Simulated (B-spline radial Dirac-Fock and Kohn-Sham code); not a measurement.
## Auger decay of the 1s hole in Re⁵⁺

System: the Re⁵⁺ ion in the configuration [Xe] 4f14 5d2.

The run's input, task.json:

```json
{"items": [{
  "Z": 75,
  "q": 5,
  "cfg": [[1, 0, 2], [2, 0, 2], [2, 1, 6], [3, 0, 2], [3, 1, 6], [3, 2, 10], [4, 0, 2], [4, 1, 6], [4, 2, 10], [4, 3, 14], [5, 0, 2], [5, 1, 6], [5, 2, 2]],
  "A": 187,
  "rrms": 5.3698,
  "do": ["binding", "quiet", "decay"],
  "holes": ["K", "L1", "L2", "L3", "M1", "M2", "M3", "M4", "M5", "N1", "N2", "N3", "N4", "N5", "N6", "N7"]
}]}
```

Command: `python xray_run.py task.json out`

The computed values come from an atomic code on a B-spline grid: independent-particle radiative and Coulomb Auger rates from relativistic LDA hole-state orbitals, with Dirac-Fock energies. Kinetic energies are configuration averages from the vacuum level; the two-hole energies are estimated from single-hole states. The rates lack the Breit term, which in heavy atoms raises K-L1L1 and K-L1L2.

```
transition  kinetic energy (eV)  width (meV)  share (%)
    K-L1L1              46302.0          126        7.9
    K-L1L2              46885.6          178       11.2
    K-L1L3              48325.1          158        9.9
    K-L2L3              48853.2          367       23.1
    K-L3L3              50289.7          148        9.3
    K-L1M1              56037.9         49.4        3.1
    K-L1M2              56280.8         39.2        2.5
    K-L2M3              57172.5         69.4        4.4
    K-L3M2              58277.5         63.7        4.0
    K-L3M3              58601.6         56.7        3.6
```

The listed channels hold 79 % of the non-radiative rate. Summed by principal shells, of 1.59 eV in all: KLL 62.6 %, KLM 26.1 %, KLN 6.1 %, KMM 2.6 %, KMN 1.2 %, KLO 1.0 %.
